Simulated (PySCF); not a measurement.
C3H6F2Si, SMILES FC(=CC[SiH3])F.

The structure is a stationary point at PBE0-D3(BJ)/def2-SVP. This is a generated structure with no PubChem entry under its InChIKey; it may be hypothetical. One conformer was computed; it need not be the lowest.

Two levels are set side by side: TDDFT-PBE/def2-SVPD (PySCF) and TDDFT-B3LYP/def2-SVPD (PySCF). Vertical, same geometry. The lowest singlet is HOMO→LUMO+1 96 % with PBE and HOMO→LUMO 55 %, HOMO→LUMO+1 43 % with the other functional; states are paired by order. Differences are taken from unrounded values.

```json
[
 {"quantity": "lowest singlet excitation (eV)", "TDDFT-B3LYP": "6.02"},
 {"quantity": "lowest triplet excitation (TDA) (eV)", "TDDFT-B3LYP": "4.43"},
 {"quantity": "first bright state (f over 0.05) (eV)", "TDDFT-B3LYP": "6.74"},
 {"quantity": "its oscillator strength", "TDDFT-B3LYP": "0.20"}
]
```

What does TDDFT-PBE give, and how far is it from TDDFT-B3LYP? (The exact figures need the calculation; the answer reports its results.)


```tsv
quantity	TDDFT-PBE	TDDFT-PBE minus TDDFT-B3LYP
lowest singlet excitation (eV)	5.50	-0.52
lowest triplet excitation (TDA) (eV)	4.43	0.00
first bright state (f over 0.05) (eV)	6.22	-0.52
its oscillator strength	0.07	-0.13
```

Functionals without exact exchange tend to place singlet excitations lower, as here. Differences between two approximate levels are no errors against the true value.

Rough cost on one machine, each run with all the roots and properties that it gave: TDDFT-B3LYP against TDDFT-PBE about 4 times.
